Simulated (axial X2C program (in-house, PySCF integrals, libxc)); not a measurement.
LiTi: cheaper levels and CCSD(T), two-component

Computed with an in-house all-electron X2C program for linear molecules (integrals from PySCF). Two-component (2c) means X2C with spin–orbit coupling and atomic mean-field two-electron Coulomb and Gaunt terms. Basis: Ti dyall-cv3z [10s10p6d4f2g], Li dyall-cv3z [7s8p2d] (cores contracted in-house); Gaussian nuclei, density fitting, unrestricted open shells. Masses: Ti 47.948 u, Li 7.016 u.

State: Ω = 1/2 (⟨Sz⟩ = -1.50, ⟨Lz⟩ = 2.00 at HF); fragments Ti + Li.

| level | Re (Å) | ωe (cm⁻¹) |
| --- | --- | --- |
| PBE0 | 2.747 | 266.8 |
| CCSD | 2.655 | 282.7 |
| B97-3 | 2.690 | 296.1 |

Correlated methods: 13 electrons correlated (number of frozen shells: Ti 2 s, 1 p; Li 1 s), 255 virtual spin orbitals or spinors in MP2, 90 natural virtuals in coupled cluster.

CCSD(T), same Hamiltonian and basis:

Re = 2.572 Å, ωe = 308.3 cm⁻¹, De = 0.02 eV; T1 = 0.060 (Lee–Taylor normalisation).

Question: Give the differences from CCSD(T) in the columns below.

Answer: 

| level | ΔRe (Å) | Δωe (cm⁻¹) |
| --- | --- | --- |
| PBE0 | 0.175 | -42 |
| CCSD | 0.083 | -26 |
| B97-3 | 0.118 | -12 |

Occupations by symmetry block were frozen at the best pattern of an incomplete PBE0 search. Dissociation energies refer to the lowest single-determinant-based atoms at the same level and basis. De is not given where an atomic determinant may have missed its ground term or J level, or where the truncated virtual space spoils (T). Density functionals use the spin component along the axis (collinear). Coupled cluster ran in a truncated set of natural virtual spinors; the MP2 energy of the rest was added. (T) has no such correction and the atoms are truncated less, which lowers De at CCSD(T) by a hundredth of an eV or more. Other states lie close and PBE0, whose exact exchange favours high spin, may order them wrongly; the determinant shown need not be the ground state. The nearest other 2c determinant of the search, Ω = 7/2, lies 0.02 eV up at the distance of the search. Without a current term, density functionals place determinants with orbital angular momentum somewhat too high. The atomic limit has a lower orbital projection than the molecule and lies lower at mean-field level, so De may be about a tenth of an eV too small. With several unpaired electrons one determinant need not be a pure state. The determinant is spin-polarised beyond a pure state at some levels (its spin-free form has ⟨S²⟩ too high), which makes Re and μ there less reliable. The T1 diagnostic is large, a sign of multireference character. The bond is weak, and without diffuse functions and with truncated virtuals even CCSD(T) can be tens of per cent off in De.
